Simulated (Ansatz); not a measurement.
cis-[VBr2(NH3)4]+ (VBr2N4H12⁺) was relaxed with r2SCAN-D4 (def2-SVP) in Ansatz in these states: charge +1 triplet, charge +2 doublet. The geometries follow in no particular order.

A:

```csv
atom,x (Å),y (Å),z (Å)
V1,-0.0420,0.2597,0.5255
Br2,1.4464,1.9295,1.4277
N3,-1.0577,-1.3262,-0.6543
H4,-0.5044,-1.9318,-1.2668
H5,-1.8334,-0.9793,-1.2268
H6,-1.5004,-1.9346,0.0419
Br7,-1.7297,-0.1246,2.2045
N8,1.2182,0.3623,-1.3045
H9,1.5452,1.3325,-1.3541
H10,0.8170,0.1377,-2.2191
H11,2.0761,-0.1925,-1.2277
N12,1.2149,-1.2756,1.4376
H13,0.7521,-1.5068,2.3246
H14,2.1153,-0.8615,1.7007
H15,1.4193,-2.1709,0.9848
N16,-1.3131,1.8343,-0.2934
H17,-1.3146,2.0826,-1.2869
H18,-1.0198,2.6824,0.2060
H19,-2.2893,1.6831,-0.0195
```

B:

```xyz
19

V     0.2979   -0.0275    0.5853
Br    2.1206    1.2176    1.2283
N    -1.3305   -0.9996   -0.5696
H    -1.1664   -1.1346   -1.5739
H    -2.2296   -0.5051   -0.5130
H    -1.5398   -1.9358   -0.2022
Br   -0.3014   -1.3844    2.3417
N     0.3582    1.0866   -1.3345
H     0.8167    1.9990   -1.2219
H    -0.5455    1.2918   -1.7762
H     0.9100    0.6210   -2.0657
N     1.6433   -1.5547   -0.1481
H     2.2416   -1.8524    0.6343
H     2.3027   -1.2595   -0.8785
H     1.2121   -2.4211   -0.4927
N    -1.0256    1.5001    1.3565
H    -1.0058    2.4085    0.8772
H    -0.7409    1.7074    2.3233
H    -2.0174    1.2428    1.4296
```

Task: Judge from the bond lengths which geometry belongs to which state (an estimate).

Result: A is the charge +1 triplet (V1–Br2 2.412 Å, V1–Br7 2.411 Å, V1–N12 2.184 Å); B is the charge +2 doublet (V1–Br2 2.299 Å, V1–Br7 2.299 Å, V1–N12 2.163 Å).

The name describes the triplet; other states may take another shape.
